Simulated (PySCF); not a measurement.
Q: What does the PBE0-D3(BJ)/def2-SVP structure of `C[C@]1(C(F)F)CO1` look like in three dimensions?

A: 
```
atom  x, y, z in Å
C1    -1.1016   -0.9052    0.2890
C2    -0.0754    0.0986   -0.1483
C3     1.3468   -0.4002   -0.1891
F4     1.7550   -0.7273    1.0581
F5     1.4270   -1.5156   -0.9465
C6    -0.2766    1.5404    0.0060
O7    -0.3997    0.9172   -1.2533
H8    -2.1024   -0.4538    0.2806
H9    -0.8750   -1.2645    1.3032
H10   -1.0955   -1.7672   -0.3932
H11    2.0300    0.3586   -0.6086
H12   -1.2103    1.8923    0.4620
H13    0.5836    2.2120    0.1279
```

Orientation and origin are arbitrary. Atoms count from 1 in this order. The 3-membered ring C2–C6–O7 has internal angles of 58.7° to 62.5°. The C–C distances run from 1.464 Å (C2–C6, drawn single) to 1.508 Å (C2–C3, drawn single), a spread of 0.044 Å. Of the pairs four or more bonds apart, F5···H10 is among the closest relative to their van der Waals radii: 2.59 Å, 97 % of the sum of Bondi's values.

Bonds between heavy atoms (Å): C1–C2 1.501, C2–C3 1.508, C3–F4 1.352, C3–F5 1.351, C2–C6 1.464, C6–O7 1.410, C2–O7 1.413.

Computed with PBE0-D3(BJ)/def2-SVP geometry optimisation, gas phase in PySCF.

Point group: C1 (no symmetry element, even within 0.4 Å). Whether it is a minimum is left open (no frequencies). One conformer, not necessarily the lowest (C1–C2–C3–F4 -64°).
